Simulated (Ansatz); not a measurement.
Ideal-gas functions of `[NH2][Mo]([NH2])(=[O])=[S]` at 298.15 K and 1 bar, from an Ansatz frequency run at PBE0-D4/def2-TZVP.

Molar mass 176.05 g/mol, point group Cs (symmetry number 1), electronic degeneracy 1, moments of inertia 154.166, 224.398, 246.286 u Å². Harmonic wavenumbers (cm⁻¹, unscaled): 147, 203, 207, 225, 256, 307, 341, 384, 389, 563, 643, 668, 711, 715, 1049, 1529, 1533, 3582, 3586, 3692, 3693.

Use S(trans) = R[1.5 ln M + 2.5 ln T − 1.1517]; rotational temperatures θ = 24.2544 K / I; S(rot) = R[ln(√π/σ · √(T³/θAθBθC)) + 1.5]; for each mode x = 1.438777 ν̃/T, S = R[x/(eˣ − 1) − ln(1 − e⁻ˣ)] and H = RT x/(eˣ − 1); 1 cm⁻¹ = 0.0119627 kJ/mol; R = 8.31446 J/(mol·K).

Q: By hand: the entropy, in J/(mol·K).

A: Translation 173.3. Rotation: θ = 0.1573, 0.1081, 0.0985 K, giving 114.9. Vibration, mode by mode: 11.34, 8.81, 8.66, 8.03, 7.07, 5.77, 5.05, 4.28, 4.20, 2.17, 1.60, 1.45, 1.23, 1.21, 0.32, 0.04, 0.04, 0.00, 0.00, 0.00, 0.00, in all 71.3. Electronic 0.0. Sum 359.5 J/(mol·K).

Q: By hand: H − E and G − E in kJ/mol, counted from the electronic energy.

A: Zero-point energy ½ × 24423 × 0.0119627 = 146.1; thermal vibration 12.8; translation, rotation and pV give 4 RT = 9.9. H − E = 168.8 kJ/mol, and G − E = 168.8 − 298.15 × 359.5/1000 = 61.6 kJ/mol.

Vibration gives 20 % of the entropy, 11.3 J/(mol·K) of it from the mode under 150 cm⁻¹: soft modes count most, and the harmonic formula is weakest for them. The sum counts one conformer and one mirror image; others add a mixing term.
